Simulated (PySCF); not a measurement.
Electron correlation in Cu⁺ (copper, charge +1)

[Ar] 3d10, closed-shell 1S. Calculation: PySCF 2.14, in x2c-SVPall; the spin-free X2C one-electron Hamiltonian (Gaussian nucleus). Frozen: [Ar]; 10 electrons correlated.

Total MP2 correlation energy: -274.92 mhartree.

Same-spin part -105.30 and opposite-spin part -169.62 mhartree; SCS-MP2 scales them by 1/3 and 6/5 to -238.64 mhartree.

```json
{"level": "CCSD", "correlation energy (mhartree)": "-242.42"}
{"level": "(T)", "correlation energy (mhartree)": "-10.67"}
{"level": "CCSD(T)", "correlation energy (mhartree)": "-253.09"}
```

Diagnostics: T1 = 0.016, D1 = 0.0226, largest double amplitude 0.027.

Q: Is a single reference adequate?

A: Yes: T1 lies below 0.03 and no double amplitude reaches 0.07.
